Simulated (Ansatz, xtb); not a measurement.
# Relaxing a trial structure of CH6BInSi

The starting geometry of this gas-phase singlet was built from a drawn formula by distance geometry; its bonds are those of `B[C@@H]1[SiH2][InH]1`.

```xyz
10

C    -1.2300    0.7102    1.0532
B    -1.8730   -0.3168    2.0783
In    0.7982    0.7464    0.5549
Si   -1.4146    0.2363   -0.7353
H    -1.2579   -0.9009    2.8414
H    -3.0228   -0.5533    1.8875
H    -1.4765    1.7861    1.3084
H    -1.0717   -1.0485   -1.2393
H    -2.4043    1.1161   -1.4831
H     2.0128   -0.1316    1.6083
```

**Question.** Predict what becomes of its bonds when it is optimised with r2SCAN-D4/def2-SVP.

**Answer.** A new bond forms, giving a structure with H6 bridging B2 and In3, given below by its coordinates. Distances that change by over a tenth: C1–In3 (2.09 → 2.63 Å), B2–In3 (3.25 → 2.58 Å). Contacts that close: In3–H6 (4.25 → 2.10 Å).

The energy falls by 2.45 eV over 26 steps:

```json
{"step": "1", "E − E(last) (eV)": "2.451"}
{"step": "4", "E − E(last) (eV)": "1.394"}
{"step": "7", "E − E(last) (eV)": "1.018"}
{"step": "9", "E − E(last) (eV)": "0.676"}
{"step": "12", "E − E(last) (eV)": "0.459"}
{"step": "15", "E − E(last) (eV)": "0.322"}
{"step": "18", "E − E(last) (eV)": "0.179"}
{"step": "20", "E − E(last) (eV)": "0.087"}
{"step": "23", "E − E(last) (eV)": "0.000"}
{"step": "26", "E − E(last) (eV)": "0.000"}
```

Final geometry (Å):

```tsv
atom	x (Å)	y (Å)	z (Å)
C	-1.7911	0.8028	1.0614
B	-1.5138	-0.1930	2.1137
In	0.5187	-0.3301	0.5298
Si	-1.5137	0.3952	-0.7263
H	-1.7827	-0.1623	3.2910
H	-0.8807	-1.2582	1.7981
H	-2.2095	1.7822	1.3374
H	-2.3808	-0.6140	-1.4049
H	-1.2920	1.5435	-1.6567
H	1.9059	-0.3220	1.5309
```

From the same start GFN2-xTB ends elsewhere, differing in B2–In3 (2.95 against 2.58 Å here), In3–Si4 (3.37 against 2.50 Å here), In3–H6 (3.46 against 2.10 Å here), In3–H10 (3.18 against 1.71 Å here), Si4–H10 (1.52 against 4.16 Å here).

The end wasn't checked by frequencies. Atoms past krypton carry core potentials, without spin–orbit terms. Run with Ansatz 0.2.0, 74 s on 2 threads of Intel(R) Xeon(R) Platinum 8259CL CPU @ 2.50GHz (Skylake/Cascade Lake) (shared host).
